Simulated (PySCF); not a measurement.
Species: CH4O2, charge 0, multiplicity 1. SMILES: OCO
Geometry from a B3LYP-D3(BJ)/def2-TZVP (Ansatz) optimisation:
```xyz
7

O     -1.0706     0.4529     0.2878
C     -0.1133    -0.5141    -0.0675
O      1.1760     0.0251    -0.2250
H     -1.1199     1.1035    -0.4232
H     -0.3449    -0.9848    -1.0262
H     -0.1496    -1.2587     0.7315
H      1.4512     0.3997     0.6207
```

Dispersion corrections to the total energy (kcal/mol) from the dftd3 and dftd4 libraries through PySCF: D3(BJ) without and D4 with the three-body term, each with the damping fitted for the functional named.

```tsv
functional	D3(BJ)	D4
BLYP	-3.57	-3.56
PBE	-1.74	…
B3LYP	-2.87	…
TPSSh	-1.87	-1.86
PW6B95	-0.68	-1.32
CAM-B3LYP	-1.13	-1.19
B2GP-PLYP	…	-0.60
```

Problem. Fill in the missing entries.

Solution. 
- PBE, D4: -1.51
- B3LYP, D4: -2.42
- B2GP-PLYP, D3(BJ): -0.81
